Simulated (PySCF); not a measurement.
PySCF input for 2-methylidene-3H-selenophene (C5H6Se), SMILES C1C([Se]C=C1)=C, TDA-M06-2X/def2-SVPD. The structure is a stationary point at PBE-D3(BJ)/def2-SVP. Other conformers were not sampled.

```python
import numpy as np
from pyscf import gto, scf, dft, tdscf

mol = gto.M(
    atom='''
    C     0.84280644    2.22857895    0.00000000
    C     0.06963480    1.12516760   -0.00000000
    C    -1.45406687    1.09524034   -0.00000000
    C    -1.94863611   -0.32508571   -0.00000000
    C    -1.01623636   -1.29758682    0.00000000
    Se    0.78333777   -0.66869514   -0.00000000
    H     1.94144991    2.18081995   -0.00000000
    H     0.38029324    3.22856685   -0.00000000
    H    -1.84222739    1.64746867   -0.88633759
    H    -1.84222739    1.64746868    0.88633759
    H    -3.02724265   -0.54624683    0.00000001
    H    -1.20454124   -2.38032864    0.00000000
    ''',
    basis='def2-SVPD',
    charge=0,
    spin=0,
    symmetry=True,
    max_memory=1600,
    verbose=4,
)
mf = dft.RKS(mol, xc='m06-2x').density_fit(auxbasis='def2-universal-jkfit')
mf.grids.level = 4
mf.conv_tol = 1e-9
mf.max_cycle = 100
mf.kernel()
mf.grids = dft.Grids(mol).set(level=2).build(with_non0tab=True)  # coarser grid for the response kernel
td = tdscf.TDA(mf)
td.singlet = True
td.nstates = 10
td.conv_tol = 1e-4
td.positive_eig_threshold = 1e-6
td.kernel(x0=td.get_init_guess(mf, 15))
td.analyze()
tt = tdscf.TDA(mf)
tt.singlet = False
tt.nstates = 4
tt.conv_tol = 1e-4
tt.positive_eig_threshold = 1e-6
tt.kernel(x0=tt.get_init_guess(mf, 9))
tt.analyze(verbose=3)
```

Program output:

```
PySCF version 2.14.0

[INPUT] verbose = 4
[INPUT] num. atoms = 12
[INPUT] num. electrons = 70
[INPUT] charge = 0
[INPUT] spin (= nelec alpha-beta = 2S) = 0
[INPUT] symmetry True subgroup None
[INPUT] Mole.unit = angstrom
[INPUT] Symbol           X                Y                Z      unit          X                Y                Z       unit  Magmom
[INPUT]  1 C      0.842806440000   2.228578950000   0.000000000000 AA    1.592673347620   4.211403862471   0.000000000000 Bohr   0.0
[INPUT]  2 C      0.069634800000   1.125167600000   0.000000000000 AA    0.131590700739   2.126258608234   0.000000000000 Bohr   0.0
[INPUT]  3 C     -1.454066870000   1.095240340000   0.000000000000 AA   -2.747788151104   2.069704283176   0.000000000000 Bohr   0.0
[INPUT]  4 C     -1.948636110000  -0.325085710000   0.000000000000 AA   -3.682388564338  -0.614322958910   0.000000000000 Bohr   0.0
[INPUT]  5 C     -1.016236360000  -1.297586820000   0.000000000000 AA   -1.920408398225  -2.452083712645   0.000000000000 Bohr   0.0
[INPUT]  6 Se     0.783337770000  -0.668695140000   0.000000000000 AA    1.480293848328  -1.263650675428   0.000000000000 Bohr   0.0
[INPUT]  7 H      1.941449910000   2.180819950000   0.000000000000 AA    3.668808614461   4.121152432488   0.000000000000 Bohr   0.0
[INPUT]  8 H      0.380293240000   3.228566850000   0.000000000000 AA    0.718650070623   6.101107121350   0.000000000000 Bohr   0.0
[INPUT]  9 H     -1.842227390000   1.647468670000  -0.886337590000 AA   -3.481305226272   3.113264585101  -1.674935299007 Bohr   0.0
[INPUT] 10 H     -1.842227390000   1.647468680000   0.886337590000 AA   -3.481305226272   3.113264603999   1.674935299007 Bohr   0.0
[INPUT] 11 H     -3.027242650000  -0.546246830000   0.000000010000 AA   -5.720659521103  -1.032256905112   0.000000018897 Bohr   0.0
[INPUT] 12 H     -1.204541240000  -2.380328640000   0.000000000000 AA   -2.276253049344  -4.498169216058   0.000000000000 Bohr   0.0

nuclear repulsion = 398.077702027244
point group symmetry = Cs
symmetry origin: [1.61976529e-09 2.15968716e-09 2.69960875e-10]
symmetry axis x: [ 1.00000000e+00 -1.81702721e-08 -3.49708252e-10]
symmetry axis y: [-1.81702721e-08 -1.00000000e+00 -3.55991376e-11]
symmetry axis z: [ 3.49708251e-10 -3.55992214e-11  1.00000000e+00]
num. orbitals of irrep A' = 130
num. orbitals of irrep A" = 59
number of shells = 79
number of NR pGTOs = 293
number of NR cGTOs = 189
basis = def2-SVPD
ecp = {}


******** <class 'pyscf.df.df_jk.DFSymAdaptedRKS'> ********
method = DFSymAdaptedRKS
initial guess = minao
damping factor = 0
level_shift factor = 0
DIIS = <class 'pyscf.scf.diis.CDIIS'>
diis_start_cycle = 1
diis_space = 8
diis_damp = 0
SCF conv_tol = 1e-09
SCF conv_tol_grad = None
SCF max_cycles = 100
direct_scf = False
XC library pyscf.dft.libxc version 7.1.2
    S. Lehtola, C. Steigemann, M. J. T. Oliveira, and M. A. L. Marques,  SoftwareX 7, 1–5 (2018)
XC functionals = m06-2x
    Y. Zhao and D. G. Truhlar,  Theor. Chem. Acc. 120, 215 (2008)
    Y. Zhao and D. G. Truhlar,  Theor. Chem. Acc. 120, 215 (2008)
radial grids:
    Treutler-Ahlrichs [JCP 102, 346 (1995); DOI:10.1063/1.469408] (M4) radial grids

becke partition: Becke, JCP 88, 2547 (1988); DOI:10.1063/1.454033
pruning grids: <function nwchem_prune>
grids dens level: 4
symmetrized grids: True
atomic radii adjust function: <function treutler_atomic_radii_adjust>
small_rho_cutoff = 0
Freeze 0 electrons in irreps []
    70 free electrons in irreps A' A"
Set gradient conv threshold to 3.16228e-05
Initial guess from minao.
tot grids = 267480
******** <class 'pyscf.df.df.DF'> ********
auxbasis = def2-universal-jkfit
init E= -2595.14242600884
HOMO (A") = -0.224794617952795  LUMO (A") = -0.0491639652132232  gap/eV = 4.77915
cycle= 1 E= -2595.13116285711  delta_E= 0.0113  |g|= 0.271  |ddm|= 6.35
HOMO (A") = -0.235066340078383  LUMO (A') = 0.0127962790470981  gap/eV = 6.74469
cycle= 2 E= -2595.14273558835  delta_E= -0.0116  |g|= 0.235  |ddm|= 1.49
HOMO (A") = -0.242795581552581  LUMO (A') = 0.0143938818912011  gap/eV = 6.99848
cycle= 3 E= -2595.15518928567  delta_E= -0.0125  |g|= 0.0743  |ddm|= 0.44
HOMO (A") = -0.249081727263312  LUMO (A') = 0.00970642770910723  gap/eV = 7.04198
cycle= 4 E= -2595.15662222868  delta_E= -0.00143  |g|= 0.0211  |ddm|= 0.156
HOMO (A") = -0.246110687602213  LUMO (A') = 0.0116660583506194  gap/eV = 7.01446
cycle= 5 E= -2595.15673825944  delta_E= -0.000116  |g|= 0.00523  |ddm|= 0.0701
HOMO (A") = -0.246100350306376  LUMO (A') = 0.0120043475234959  gap/eV = 7.02339
cycle= 6 E= -2595.15674605359  delta_E= -7.79e-06  |g|= 0.00217  |ddm|= 0.0169
HOMO (A") = -0.246224587427386  LUMO (A') = 0.011867576000768  gap/eV = 7.02305
cycle= 7 E= -2595.15674734991  delta_E= -1.3e-06  |g|= 0.000718  |ddm|= 0.00573
HOMO (A") = -0.24622061838227  LUMO (A') = 0.0118748791917795  gap/eV = 7.02314
cycle= 8 E= -2595.15674750323  delta_E= -1.53e-07  |g|= 0.000244  |ddm|= 0.00179
HOMO (A") = -0.24621351999219  LUMO (A') = 0.01188531818367  gap/eV = 7.02323
cycle= 9 E= -2595.15674752207  delta_E= -1.88e-08  |g|= 8.25e-05  |ddm|= 0.000621
HOMO (A") = -0.246215828566176  LUMO (A') = 0.0118885452499615  gap/eV = 7.02338
cycle= 10 E= -2595.15674752496  delta_E= -2.89e-09  |g|= 1.24e-05  |ddm|= 0.000312
HOMO (A") = -0.246217196692965  LUMO (A') = 0.0118875762038364  gap/eV = 7.02339
cycle= 11 E= -2595.15674752503  delta_E= -7.05e-11  |g|= 3.74e-06  |ddm|= 5.9e-05
HOMO (A") = -0.246217035824318  LUMO (A') = 0.0118879290174747  gap/eV = 7.02339
Extra cycle  E= -2595.15674752503  delta_E= -1.36e-12  |g|= 3.23e-06  |ddm|= 1.84e-05
converged SCF energy = -2595.15674752503
tot grids = 101352
Overwritten attributes  positive_eig_threshold  of <class 'pyscf.tdscf.rks.TDA'>


******** <class 'pyscf.tdscf.rks.TDA'> for <class 'pyscf.df.df_jk.DFSymAdaptedRKS'> ********
nstates = 10 singlet
deg_eia_thresh = 1.000e-03
wfnsym = None
conv_tol = 0.0001
eigh lindep = 1e-12
eigh level_shift = 0
eigh max_cycle = 100


Excitation energies (eV)
[3.94717081 4.83004151 5.26332554 5.40572912 5.68807731 5.94224974
 6.45902885 6.56638438 6.71947054 6.75621681]

** Singlet excitation energies and oscillator strengths **
Excited State   1:   A"      3.94717 eV    314.11 nm  f=0.0003
      35 -> 36       -0.64843
      35 -> 41        0.22333
Excited State   2:   A'      4.83004 eV    256.69 nm  f=0.1225
      35 -> 37       -0.69390
Excited State   3:   A"      5.26333 eV    235.56 nm  f=0.0096
      35 -> 38        0.68177
Excited State   4:   A'      5.40573 eV    229.36 nm  f=0.1172
      35 -> 39        0.68941
Excited State   5:   A"      5.68808 eV    217.97 nm  f=0.0010
      35 -> 40       -0.66772
      35 -> 41        0.12637
Excited State   6:   A"      5.94225 eV    208.65 nm  f=0.0018
      35 -> 36        0.23702
      35 -> 40        0.13671
      35 -> 41        0.63345
Excited State   7:   A"      6.45903 eV    191.95 nm  f=0.0048
      34 -> 36        0.26661
      35 -> 40        0.11254
      35 -> 43        0.49147
      35 -> 44       -0.29770
      35 -> 46        0.15600
Excited State   8:   A'      6.56638 eV    188.82 nm  f=0.0070
      34 -> 37       -0.14641
      35 -> 42       -0.67569
Excited State   9:   A"      6.71947 eV    184.51 nm  f=0.0077
      35 -> 43        0.37564
      35 -> 44        0.55131
Excited State  10:   A"      6.75622 eV    183.51 nm  f=0.0300
      34 -> 36        0.29012
      35 -> 38       -0.10044
      35 -> 43       -0.19831
      35 -> 44        0.23029
      35 -> 45       -0.49514
      35 -> 46        0.17378

** Transition electric dipole moments (AU) **
state          X           Y           Z        Dip. S.      Osc.
  1         0.0000      0.0000     -0.0596      0.0036      0.0003
  2        -0.6983     -0.7400      0.0000      1.0352      0.1225
  3         0.0000      0.0000     -0.2722      0.0741      0.0096
  4         0.7140     -0.6127     -0.0000      0.8852      0.1172
  5        -0.0000      0.0000     -0.0849      0.0072      0.0010
  6         0.0000      0.0000      0.1121      0.0126      0.0018
  7         0.0000      0.0000      0.1734      0.0301      0.0048
  8        -0.1980     -0.0634      0.0000      0.0432      0.0070
  9         0.0000      0.0000     -0.2163      0.0468      0.0077
 10        -0.0000     -0.0000     -0.4255      0.1811      0.0300

** Transition velocity dipole moments (imaginary part, AU) **
state          X           Y           Z        Dip. S.      Osc.
  1         0.0000      0.0000     -0.0124      0.0002      0.0007
  2         0.0144     -0.0501      0.0000      0.0027      0.0102
  3         0.0000     -0.0000     -0.0627      0.0039      0.0135
  4         0.0077     -0.0171     -0.0000      0.0004      0.0012
  5         0.0000      0.0000     -0.0752      0.0057      0.0180
  6         0.0000      0.0000      0.0111      0.0001      0.0004
  7         0.0000     -0.0000     -0.0337      0.0011      0.0032
  8        -0.0829      0.0410      0.0000      0.0086      0.0236
  9        -0.0000     -0.0000     -0.0549      0.0030      0.0081
 10         0.0000      0.0000     -0.1304      0.0170      0.0457

** Transition magnetic dipole moments (imaginary part, AU) **
state          X           Y           Z
  1         0.6050     -0.2966     -0.0000
  2        -0.0000     -0.0000      0.7960
  3        -0.3282     -0.2698     -0.0000
  4        -0.0000     -0.0000     -1.1433
  5        -0.0820      0.2896      0.0000
  6        -0.2830      0.4211      0.0000
  7         0.3021      0.1128      0.0000
  8         0.0000      0.0000     -0.1491
  9         0.3287     -0.3490     -0.0000
 10        -0.4240     -0.3224      0.0000


******** <class 'pyscf.tdscf.rks.TDA'> for <class 'pyscf.df.df_jk.DFSymAdaptedRKS'> ********
nstates = 4 triplet
deg_eia_thresh = 1.000e-03
wfnsym = None
conv_tol = 0.0001
eigh lindep = 1e-12
eigh level_shift = 0
eigh max_cycle = 100


Excitation energies (eV)
[3.62714584 3.66099783 3.99043367 5.17224209]

** Triplet excitation energies and oscillator strengths **
Excited State   1:   A'      3.62715 eV    341.82 nm  f=0.0000
Excited State   2:   A"      3.66100 eV    338.66 nm  f=0.0000
Excited State   3:   A'      3.99043 eV    310.70 nm  f=0.0000
Excited State   4:   A"      5.17224 eV    239.71 nm  f=0.0000
```

The run converged.
